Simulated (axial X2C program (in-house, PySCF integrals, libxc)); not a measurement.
**NaCo⁺: cheaper levels and CCSD(T), with spin–orbit coupling**

Computed with an in-house all-electron X2C program for linear molecules (integrals from PySCF). Two-component (2c) means X2C with spin–orbit coupling and atomic mean-field two-electron Coulomb and Gaunt terms. Basis: Co dyall-cv3z [9s10p6d3f2g], Na dyall-cv3z [9s8p5d2f] (cores contracted in-house); Gaussian nuclei, density fitting, unrestricted open shells. Masses: Co 58.933 u, Na 22.990 u.

State: Ω = 7/2 (⟨Sz⟩ = 1.50, ⟨Lz⟩ = 2.00 at HF); fragments Co + Na+.

```csv
level,Re (Å),ωe (cm⁻¹)
PBE0,3.110,132.8
HF,3.299,114.4
MP2,3.097,140.0
CCSD,3.183,123.1
BLYP,3.109,126.8
```

Correlated methods: 9 electrons correlated (number of frozen shells: Co 3 s, 2 p; Na 2 s, 1 p), 273 virtual spin orbitals or spinors in MP2, 90 natural virtuals in coupled cluster.

CCSD(T), same Hamiltonian and basis:

Re = 3.180 Å, ωe = 122.9 cm⁻¹; T1 = 0.036 (Lee–Taylor normalisation).

Question: Give the differences from CCSD(T) in the columns below.

Answer: 

```json
{"level": "PBE0", "ΔRe (Å)": "-0.070", "Δωe (cm⁻¹)": "9.9"}
{"level": "HF", "ΔRe (Å)": "0.119", "Δωe (cm⁻¹)": "-8.5"}
{"level": "MP2", "ΔRe (Å)": "-0.083", "Δωe (cm⁻¹)": "17.1"}
{"level": "CCSD", "ΔRe (Å)": "0.003", "Δωe (cm⁻¹)": "0.2"}
{"level": "BLYP", "ΔRe (Å)": "-0.071", "Δωe (cm⁻¹)": "3.9"}
```

One determinant describes the state; a PBE0 search over occupations chose it and may have missed a lower one. De is not given where an atomic determinant may have missed its ground term or J level, or where the truncated virtual space spoils (T). Density functionals use the spin component along the axis (collinear). CCSD and (T) use frozen natural virtuals with an MP2 correction for the truncation; (T) itself is uncorrected, so its De runs slightly low. Other states lie close and PBE0, whose exact exchange favours high spin, may order them wrongly; the determinant shown need not be the ground state. The nearest other spin-free determinant of the search, M_S = 3/2, Λ = 0, lies 0.000 eV up at the distance of the search. The functionals have no current-density term, which raises determinants with orbital currents, atoms included. With several unpaired electrons one determinant need not be a pure state. A state of lower Ω lies just above, and one determinant can place such states too high, so the state shown need not be the lowest. The search has Ω = 3/2 only 0.06 eV up. At some level and bond length an empty orbital lies below a filled one. The determinant is spin-polarised beyond a pure state at some levels (its spin-free form has ⟨S²⟩ too high), which makes Re and μ there less reliable.
